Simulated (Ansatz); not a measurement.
Bond stretch in GeN (cation, charge +1), lowest triplet found (which spin is the ground state isn't settled by this scan).

Level of theory: full CI/cc-pVDZ, cores with 3d frozen in Ansatz (a first-principles code).

### Question
Relative to R = 1.95 Å, what are the energies at R = 1.86, 2.06, 2.14, 2.80 Å?

### Answer
1.6 kcal/mol at 1.86 Å, 1.6 kcal/mol at 2.06 Å, 4.1 kcal/mol at 2.14 Å, 26.0 kcal/mol at 2.80 Å.

The scan ran from 1.38 to 6.44 Å; beyond the distances shown full CI changes its symmetry label. Also computed but left out beside FCI, since their determinant holds another spin at the minimum (<S²> over 0.7 above the pure value): UHF/6-31G*, UMP2/6-31G*, UHF/LANL2DZ.
